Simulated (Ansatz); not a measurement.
Reactions of C₇H₁₄, SMILES `CC/C=C(\C)CC`.

Gas-phase electronic energies from Ansatz, PBE0-D4/def2-TZVP geometries. CBS: MP2 limit from def2 TZ/QZ plus the TZ coupled-cluster correction, frozen cores. This one scheme is used for every species, atoms too. For atomizations the MP2-based limit and the directly extrapolated one differ by several kJ/mol either way, and by 10 to 25 for some Ge, Se and Sn compounds, so smaller differences from it don't rank the levels. Double bonds are as drawn, so ΔE can hold a change between cis and trans. DFT in def2-TZVPP. Open shells (•) are unrestricted, without spin–orbit coupling. Spin–orbit coupling would lower the free atoms: a little for C. Each species was taken in one conformer, which may not be the lowest.

```csv
reaction,r2SCAN-D4 (kcal/mol),B2PLYP (kcal/mol),CCSD(T)/CBS(def2) (kcal/mol)
`CC/C=C(\C)CC` + `OC1=NCN1` → `CN1CN=C1O` + `C/C=C(\C)CC`,3.7,3.7,4.4
`CC/C=C(\C)CC` + CH₄ → `C/C=C(\C)CC` + ethane,1.8,1.4,2.1
`CC/C=C(\C)CC` + CH₃NH₂ → ethylmethylamine + `C/C=C\CC`,6.5,5.9,7.2
`CC/C=C(\C)CC` → `C/C=C(\C)CC` + `[CH2]` (triplet),98.1,101.4,104.0
`CC/C=C(\C)CC` + H₂ → `C/C=C(\C)CC` + CH₄,-17.0,-18.0,-16.2
`CC/C=C(\C)CC` + `SCc1ccccc1` → `CSCc1ccccc1` + `C/C=C(\C)CC`,-1.1,-0.1,-0.3
`CC/C=C(\C)CC` → `CCC=C(C)C` + `[CH2]` (triplet),97.6,100.7,103.6
`CC/C=C(\C)CC` → `C[C@@H]1CC[C@@H](C)C1`,-13.8,-11.5,-14.4
`CC/C=C(\C)CC` + `CCSS` → `CCSSCC` + `C/C=C\CC`,-0.1,0.0,0.4
`CC/C=C(\C)CC` → 7 C• + 14 H•,2046.7,2024.1,2040.4
```

Largest T1 diagnostic: 0.013, for `OC1=NCN1`.
